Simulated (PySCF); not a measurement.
**Mn²⁺ (manganese, charge +2) across methods**

[Ar] 3d4 4p1, one real determinant (an excited configuration). All numbers are calculated (PySCF 2.14, no relativity, point nucleus, in dyall-av2z (16s12p7d2f, 101 functions)). The B2PLYP total includes its PT2 part (frozen core); its orbital energies are those of the SCF part.

| method | E (hartree) | mean ε 3p β (eV) | mean ε 3d α (eV) | mean ε 4p α (eV) | Σ⟨r²⟩ (bohr²) | ⟨S²⟩ |
| --- | --- | --- | --- | --- | --- | --- |
| wB97X-V | -1149.495 | -82.895 | -38.519 | -19.530 | 23.44 | 8.751 |
| LDA | -1147.239 | -77.321 | -33.636 | -17.258 | 23.29 | 8.750 |
| r2SCAN | -1149.613 | -78.035 | -34.076 | -17.227 | 23.34 | 8.751 |
| UHF | -1148.60308 | -87.925 | -43.714 | -19.252 | 23.68 | 8.752 |
| B2PLYP | -1149.378 | -83.189 | -38.937 | -18.267 | 23.47 | 8.751 |
| wB97M-V | -1149.571 | -82.935 | -38.607 | -19.322 | 23.48 | 8.751 |
| TPSS | -1149.664 | -77.524 | -33.478 | -17.135 | 23.40 | 8.751 |
| PBE0 | -1149.429 | -80.291 | -36.232 | -17.814 | 23.39 | 8.751 |

Question: Estimate the same row for PBE.

Answer: E (hartree) = -1149.382; mean ε 3p β (eV) = -77.207; mean ε 3d α (eV) = -33.482; mean ε 4p α (eV) = -17.194; Σ⟨r²⟩ (bohr²) = 23.38; ⟨S²⟩ = 8.750.

⟨L²⟩ = 8.00 against 12 for a pure F term, so this real determinant mixes terms.
